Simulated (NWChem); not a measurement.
Molecule: ZnNH$_{2}$I; SMILES [NH2][Zn][I]

Program: NWChem. Structure relaxed at the PBE0/def2-SVP level. Not confirmed as a minimum by frequencies. def2 effective core potentials on I; no spin-orbit coupling. One conformer.

Diagonal of the polarisability tensor at CAM-B3LYP/def2-SVPD, static: 57.30, 91.88, 55.47 bohr³.

Question: Find the mean polarisability volume, the molar refraction, and the refractive index that an ideal gas of it would have at 273.15 K and 1 atm.

Answer: 
1. Mean: one third of the trace = 68.22 bohr³ × 0.14818 Å³/bohr³ = 10.11 Å³.
2. Molar refraction (Lorentz-Lorenz): (4π/3) N_A α = 25.5 cm³/mol.
3. Number density p/kT = 2.687 × 10⁻⁵ Å⁻³; n − 1 = 2π N α = 17.07 × 10⁻⁴.
4. These hold the electronic response alone: vibrational and orientational terms add to the static dielectric constant.
